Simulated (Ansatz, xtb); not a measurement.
# Relative energy of two structures of C2H4In+

We compare I, a triplet given by its coordinates, with II, a singlet given by its coordinates. Both are isolated ions in the gas phase, relaxed with PBE0-D3(BJ)/def2-SVP.

I (Å):

```xyz
7

C    -0.5019   -0.3063    0.2104
C    -0.4965    0.2357   -1.1478
In   -1.9649    1.8674   -1.8616
H    -1.2644    0.1246    0.8775
H     0.4846   -0.1389    0.6848
H    -0.6721   -1.4001    0.1772
H     0.1592   -0.0253   -1.9891
```

Close contacts (Å): C1–C2 1.46, C2–In3 2.31, C1–H4 1.10, C1–H5 1.11, C1–H6 1.11, C2–H7 1.10.

II (Å):

```xyz
7

C    -0.8052   -0.3620    0.6176
C    -0.3947   -1.3296   -0.2120
In    0.4332    1.2132    1.1751
H    -1.8169   -0.3598    1.0399
H    -1.0796   -2.1432   -0.4811
H     1.4408    2.4807    1.6191
H     0.6020   -1.3812   -0.6617
```

Close contacts (Å): C1–C2 1.34, C1–In3 2.08, C1–H4 1.10, C2–H5 1.10, C2–H7 1.09, In3–H6 1.68.

Estimate E(II) − E(I) at the level CCSD(T)/def2-TZVP.

Calculated at CCSD(T)/def2-TZVP: E(II) − E(I) = −18.0 kcal/mol, so structure II lies lower.

Level by level:

```csv
level,geometry,E(II) − E(I) (kcal/mol),departure from the last row (kcal/mol),"job, with rough time for the two"
HF/STO-3G,GFN2-xTB,+6.8,+24.8,"single point, 3.9 s"
r2SCAN-D4/def2-SVP,GFN2-xTB,−0.5,+17.6,"single point, 9.9 s"
PBE0-D3(BJ)/def2-SVP,PBE0-D3(BJ)/def2-SVP,−9.5,+8.6,"optimisation, 3.8 min"
HF/def2-TZVP,PBE0-D3(BJ)/def2-SVP,+3.1,+21.2,part of the CCSD(T) run
MP2/def2-TZVP,PBE0-D3(BJ)/def2-SVP,−20.2,−2.2,part of the CCSD(T) run
CCSD(T)/def2-TZVP,PBE0-D3(BJ)/def2-SVP,−18.0,,"single point, 4.4 min"
```

HF/STO-3G, HF/def2-TZVP put the two in the other order. r2SCAN-D4/def2-SVP finds them nearly level. The largest departure from CCSD(T)/def2-TZVP is that of HF/STO-3G, 24.8 kcal/mol. The triplet state of I needn't be its ground state.

With harmonic frequencies from PBE0-D3(BJ)/def2-SVP (ideal gas, rigid rotor, one conformer each, 400 K, 1 atm): the zero-point term adds −0.9 kcal/mol; ΔH is −19.3 and ΔG −16.5 kcal/mol.

Open shells are spin-unrestricted. The correlated steps freeze 6 core orbitals; the filled d shell of In is correlated, in a basis made for valence electrons. Atoms past krypton carry core potentials in the def2 sets, other sets are all-electron and non-relativistic, and no spin–orbit term is included. ΔG holds the spin degeneracy. Codes used: Ansatz 0.2.0, xtb 6.7.1; the last row on 1 thread of Intel(R) Xeon(R) Processor @ 2.50GHz (Skylake/Cascade Lake) on a shared host.
